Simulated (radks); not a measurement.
Values are calculated unless marked as measured or tabulated.
Charge is removed step by step from the 2p (averaged over the sub-levels emptied) level of O+, starting from [He] 2s2 2p3. Code: a radial shooting solver on a logarithmic mesh with Libxc functionals. Model: Dirac Kohn-Sham, PBE, spin-unpolarised, spherical densities, point nucleus; open shells are shared between the two j in proportion to 2j + 1.

removed (e)	E - E(0) (eV)	eigenvalue (eV)	E minus straight line (eV)
0	0.000	-24.449	0.000
0.25	6.658	-28.853	-1.738
0.5	14.443	-33.457	-2.350
0.75	23.403	-38.255	-1.787
1	33.586	-43.241	0.000

Removing the whole electron costs 33.586 eV by Delta-SCF, against 24.449 eV from minus the eigenvalue at the starting occupation. Slater's transition state (half an electron removed) gives 33.457 eV. Integrating minus the eigenvalue over the occupation (Janak's theorem) gives 33.586 eV. The mean slope of the eigenvalue, de/dn, is 18.8 eV per electron. Ionisation energy of O+ in the NIST Atomic Spectra Database: 35.121 eV (measured).

Beside tabulated values, note that spin-unpolarised runs miss the spin-polarisation part of the exchange energy of open shells.
